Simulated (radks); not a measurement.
Hg3+, configuration [Xe] 4f14 5d9. Method: scalar-relativistic Kohn-Sham, PBE, spin-polarised, spherical densities, finite nucleus; open shells are filled with parallel spins first (spin-orbit coupling, left out, can overturn this in heavy ions); Fermi nuclear charge, rms radius 5.4648 fm; computed with a radial shooting solver on a logarithmic mesh with Libxc functionals.

X-ray form factor f0, the Fourier transform of the density (f0(0) = 77):

sin(theta)/lambda (1/angstrom),f0 (electrons)
0.05,76.318
0.1,74.378
0.15,71.462
0.2,67.934
0.25,64.140
0.3,60.351
0.4,53.393
0.5,47.570
0.6,42.755
0.8,35.114
1,29.075
1.25,23.262
1.5,19.248
2,14.878
